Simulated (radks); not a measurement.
Initial-state core-level shifts of neutral europium when its valence configuration changes from [Xe] 4f7 6s2. All-electron calculation, scalar-relativistic Kohn-Sham, r2SCAN, spin-polarised, spherical densities, finite nucleus; open shells are filled with parallel spins first (spin-orbit coupling, left out, can overturn this in heavy ions); meta-GGA in the generalised Kohn-Sham scheme; Fermi nuclear charge, rms radius 5.1115 fm. Program: a radial shooting solver on a logarithmic mesh with Libxc functionals. Shifts are changes of the shell-averaged eigenvalues in eV (positive: less bound); the change of the density at the nucleus, which sets a Mossbauer isomer shift, is in e/bohr^3, on a base of 6.054e+05.

| valence | 3s | 3p | 4p | 5s | density at nucleus |
|---|---|---|---|---|---|
| 4f6 5d1 6s2 | -8.322 | -8.310 | -7.665 | -3.737 | +34.96 |
| 4f6.5 6s2 6p0.5 | -5.533 | -5.528 | -5.272 | -3.501 | +22.11 |
| 4f7 6s1 6p1 | -0.944 | -0.944 | -0.940 | -0.915 | -17.52 |
| 4f6 6s2 6p1 | -11.583 | -11.571 | -10.956 | -7.070 | +47.26 |
| 4f5 5d1 6s2 6p1 | -21.292 | -21.264 | -19.612 | -10.821 | +87.38 |
| 4f6 5d0.5 6s2 6p0.5 | -9.941 | -9.929 | -9.299 | -5.399 | +40.70 |
| 4f5 5d2 6s2 | -17.684 | -17.655 | -16.004 | -7.286 | +73.70 |
| 4f7 5d2 | +1.875 | +1.876 | +1.965 | +2.331 | -41.05 |
